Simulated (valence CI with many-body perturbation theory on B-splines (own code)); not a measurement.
# Nb⁹⁺: one-electron terms

Method: configuration interaction combined with many-body perturbation theory (CI+MBPT): four valence electrons over a frozen Dirac-Fock core [Ar] 3d10, radial functions for each j: 11 s, 11 p, 9 d, 7 f, 5 g, 2 h, 1 i, with the one-electron correlation potential Σ1, the two-electron term Σ2, the three-electron term Σ3, Breit, model QED; selected CI, second order for the rest, scaled by the run's own slope (own B-spline code, finite nucleus).

No measured spectrum was set against this ion. As an estimate, levels hold to about 250 cm⁻¹ or 0.2 % of their energy and the worst to 1 %, as in measured heavy ions of charge 2 to 7; those with d or f electrons hold less well. Among the levels kept, up to 280 cm⁻¹ of a level comes from second order outside the variational space, and about a tenth of that is noise between levels of different J, which matters for small intervals.

These are the spectroscopic orbitals of the CI (the correlating ones are not listed), shaped by the core and the other valence electrons. h is the expectation value of the core's Dirac-Fock operator, without the valence repulsion; Σ1 is computed up to l = 3 at one energy for each symmetry, that of its lowest orbital but kept below the first core excitation, so for empty shells it is not the orbital's own correlation shift; Breit and QED include the response of the core.

```
Orbital  h (hartree)  Σ1 (cm⁻¹)  Breit (cm⁻¹)  QED (cm⁻¹)  ⟨r⟩ (bohr)
  4s1/2      -9.7977     -10126           664         536       1.065
  5s1/2      -5.3376      -2818           238         191       2.018
  6s1/2       -3.359      -1204           110        88.7       3.283
  7s1/2      -2.3113       -640          60.8        49.1       4.838
  4p1/2      -8.7884      -9119           987       -33.8       1.125
  5p1/2      -4.8909      -2605           353       -12.1       2.157
  6p1/2      -3.1305      -1180           173        -5.9       3.477
  7p1/2      -2.1784       -645          98.1        -3.3       5.094
  4p3/2      -8.6661      -8662           606        13.0       1.143
  5p3/2      -4.8402      -2512           217         4.6       2.181
  6p3/2      -3.1045      -1144           110         2.3       3.508
  7p3/2      -2.1633       -628          62.7         1.3       5.131
  4d3/2      -7.0223      -6731           227       -25.8       1.291
  5d3/2      -4.1157      -2250          92.4       -10.2       2.466
  6d3/2      -2.7252      -1119          49.3        -5.4       3.908
  4d5/2      -7.0015      -6640          94.9       -15.3       1.296
  5d5/2      -4.1066      -2227          38.2        -6.1       2.472
  6d5/2      -2.7203      -1108          20.5        -3.2       3.916
  4f5/2      -5.3544      -4213           8.3        -2.7       1.545
  5f5/2      -3.3953      -1839           5.6        -1.8       2.848
  4f7/2      -5.3541      -4189         -13.8        -1.7       1.545
  5f7/2       -3.395      -1826          -8.8        -1.3       2.848
  5g7/2      -3.2244                     -0.1        -0.1       2.706
  5g9/2      -3.2242                     -0.4         0.1       2.706
```

Among the shells of the start configuration 4s2 4p2, Σ1 is largest in size for 4s1/2, where it is 0.47 % of h.

Lowest root of each symmetry, sizes in configuration state functions:

```tsv
J	Parity	Roots	Reference	Variational	Second order	Change by selected CI (cm⁻¹)	Change by second order (cm⁻¹)
0	even	8	39	20850	218345	-5999	-5
1	even	13	74	40004	545302	-5618	-19
2	even	16	95	39962	780033	-5871	-35
3	even	11	65	39870	885683	-6172	-39
4	even	8	41	40002	1006023	-6117	-37
5	even	3	14	39917	842256	-6471	-26
0	odd	4	29	20197	185954	-6835	-7
1	odd	10	77	39977	727058	-5371	-12
2	odd	10	90	39947	823232	-2739	-13
3	odd	5	73	39970	755077	-5128	-31
4	odd	2	46	39110	657851	-6793	-36
```
